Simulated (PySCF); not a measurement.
## Chromium: a sound run and one with changed settings

Sound run: Cr [Ar] 3d5 4s1, Cr⁺ [Ar] 3d5. Calculation: PySCF 2.14, in x2c-SVPall (5s3p3d1f, 36 functions); the spin-free X2C one-electron Hamiltonian (Gaussian nucleus). The sound run starts from symmetry-adapted Hartree-Fock orbitals and uses a fine grid where one is needed.

Changed run: radial step 0.3 in ln r (0.13 in the sound run). This setting is unsound on purpose.

```csv
species,method,sound run (hartree),changed run (hartree),converged
Cr,UHF,-1049.47706,-1049.47706,yes
Cr,LDA,-1048.29322,-1048.29361,yes
Cr,BP86,-1050.76203,-1050.76040,yes
Cr⁺,UHF,-1049.25551,-1049.25551,yes
Cr⁺,LDA,-1048.01516,-1048.01554,yes
Cr⁺,BP86,-1050.48617,-1050.48457,yes
```

Ionisation energy of Cr:

```
method  sound run (eV)  changed run (eV)
   UHF           6.029             6.029
   LDA           7.566             7.567
  BP86           7.507             7.506
```

A coarse radial grid mis-integrates the density and the exchange-correlation energy, with errors of either sign; Hartree-Fock needs no grid.

For comparison, NIST gives 6.767 eV between the lowest levels.
